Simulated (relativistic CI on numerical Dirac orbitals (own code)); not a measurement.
# Ta⁸⁺: q coefficients and field-shift factors

Calculated at this level of theory: Dirac-Coulomb-Breit CI, separate exchange-only KLI orbitals for each configuration, derivatives by finite differences, unscaled Slater integrals, QED left out (own radial code, finite nucleus).

CI space (outside the closed core [Kr] 4d10): 4f13 5s2 5p4, 4f11 5s2 5p6, 4f12 5s2 5p5, 4f14 5s2 5p3, 4f13 5s 5p5, 4f12 5s 5p6, 4f13 5s2 5p3 5d, 4f13 5p6. Levels of other configurations are missing.

With x = (α/α₀)² − 1 an excitation energy changes as ω = ω₀ + qx; K = 2q/ω₀ is the relative enhancement. Terms are leading LS components, so labels can repeat. The field-shift factor is F = δν/δ⟨r²⟩ for the transition from the lowest level.

Lowest level 4f13 5s2 5p4 2G°_9/2.

| Level | ω₀ (cm⁻¹) | q (cm⁻¹) | K | F (GHz/fm²) |
| --- | --- | --- | --- | --- |
| 4f13 5s2 5p4 4G°_11/2 | 319.8 | 3063 | 19.2 | -0.662 |
| 4f13 5s2 5p4 2D°_3/2 | 2326.7 | 15240 | 13.1 | -3.49 |
| 4f13 5s2 5p4 2F°_7/2 | 4697.0 | 8898 | 3.79 | -2.15 |
| 4f12 5s2 5p5 4H°_13/2 | 5575.7 | -70710 | -25.4 | 18.2 |
| 4f13 5s2 5p4 2D°_5/2 | 6404.6 | 1364 | 0.426 | 0.0317 |
| 4f12 5s2 5p5 4G°_11/2 | 8007.3 | -64520 | -16.1 | 16.9 |
| 4f12 5s2 5p5 4I°_15/2 | 8285.9 | -72210 | -17.4 | 18.4 |
| 4f12 5s2 5p5 2G°_9/2 | 12089.7 | -68440 | -11.3 | 17.8 |
| 4f12 5s2 5p5 2H°_11/2 | 14893.7 | -66240 | -8.89 | 17.8 |
| 4f13 5s2 5p4 2F°_5/2 | 16056.1 | 19820 | 2.47 | -1.03 |
| 4f13 5s2 5p4 4D°_3/2 | 17981.8 | 19420 | 2.16 | -0.552 |
| 4f13 5s2 5p4 4D°_1/2 | 18787.5 | 25420 | 2.71 | -1.75 |
| 4f12 5s2 5p5 2D°_5/2 | 18933.3 | -59090 | -6.24 | 15.4 |
| 4f12 5s2 5p5 2G°_7/2 | 19487.7 | -34220 | -3.51 | 11 |
| 4f12 5s2 5p5 4G°_9/2 | 20531.7 | -32120 | -3.13 | 12.3 |
| 4f12 5s2 5p5 4H°_11/2 | 20819.0 | -60430 | -5.81 | 18.8 |
| 4f12 5s2 5p5 4H°_9/2 | 22523.2 | -17350 | -1.54 | 8.68 |
| 4f12 5s2 5p5 4G°_7/2 | 23337.9 | -36260 | -3.11 | 11.7 |
| 4f12 5s2 5p5 2G°_9/2 | 25446.9 | -42030 | -3.3 | 13.7 |
| 4f12 5s2 5p5 4I°_13/2 | 27547.2 | -58330 | -4.24 | 18.9 |
| 4f12 5s2 5p5 2F°_7/2 | 28878.8 | -48090 | -3.33 | 15.7 |
| 4f12 5s2 5p5 2D°_3/2 | 29792.5 | -7188 | -0.483 | 3.34 |
| 4f12 5s2 5p5 4D°_1/2 | 30511.5 | -63520 | -4.16 | 18.3 |

At this charge configurations can still be misplaced by up to about 7 % of their energy. Levels and lines within the n = 5 or 6 shells can be off by up to 10 % or somewhat more, and those that change n by about 2 %, since core polarisation is missing. Levels that differ in their count of f electrons can be misplaced by several ten thousand cm⁻¹, since the correlation energy of f electrons is missing or only estimated; rates across such gaps can be off by orders of magnitude.
